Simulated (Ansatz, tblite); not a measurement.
Cost and result up the ladder for the cluster Ag₃S⁺ (the lowest singlet isomer of a short search) (4 atoms). Charge 1, multiplicity 1. Geometry: B3LYP-D4/def2-SVP.

```xyz
4

Ag   -1.667   -0.832   -1.002
Ag    0.074   -0.157    2.109
Ag    1.830    0.138   -1.054
S    -0.237    0.851   -0.052
```

Ansatz on 4 threads of Intel Xeon on a shared host; xTB runs through tblite on one thread. Times are rough, summed over both states, and most runs start from the orbitals of an earlier one. ωB97M-V/def2-TZVP serves as the yardstick here, not as an exact answer. The other state is a quintet at its own geometry.

In the def2 sets Ag takes a core potential; there is no spin–orbit coupling. The xTB rows come from tblite. B3LYP takes the VWN-RPA correlation. Correlated methods freeze 5 core orbitals; core or outer-core shells of Ag are correlated, in sets that lack core-valence functions. The structure comes from a short search, and lower isomers may exist.

xTB has no spin-polarisation term.

```tsv
level	functions	wall time
GFN1-xTB	36	0.052 s
GFN2-xTB	36	0.056 s
LDA (SPW92)/def2-TZVP	157	7.5 s
HF/def2-TZVP	157	13 s
PBE-D4/def2-TZVP	157	15 s
B3LYP-D4/def2-TZVP	157	18 s
PBE0-D4/def2-TZVP	157	21 s
RPA@PBE/def2-TZVP	157	26 s
r2SCAN-D4/def2-TZVP	157	29 s
r2SCAN0-D4/def2-TZVP	157	31 s
ωB97M-V/def2-TZVP (with forces)	157	66 s
```

Q: Estimate what each level gives for the quintet − singlet (eV).

A: 
| level | quintet − singlet (eV) | difference from ωB97M-V/def2-TZVP (eV) |
| --- | --- | --- |
| GFN1-xTB | 5.31 | -0.01 |
| GFN2-xTB | 4.96 | -0.37 |
| LDA (SPW92)/def2-TZVP | 5.11 | -0.21 |
| HF/def2-TZVP | 3.39 | -1.93 |
| PBE-D4/def2-TZVP | 4.62 | -0.70 |
| B3LYP-D4/def2-TZVP | 4.60 | -0.72 |
| PBE0-D4/def2-TZVP | 4.84 | -0.49 |
| RPA@PBE/def2-TZVP | 4.90 | -0.42 |
| r2SCAN-D4/def2-TZVP | 4.67 | -0.66 |
| r2SCAN0-D4/def2-TZVP | 4.76 | -0.56 |
| ωB97M-V/def2-TZVP (with forces) | 5.33 | 0.00 |
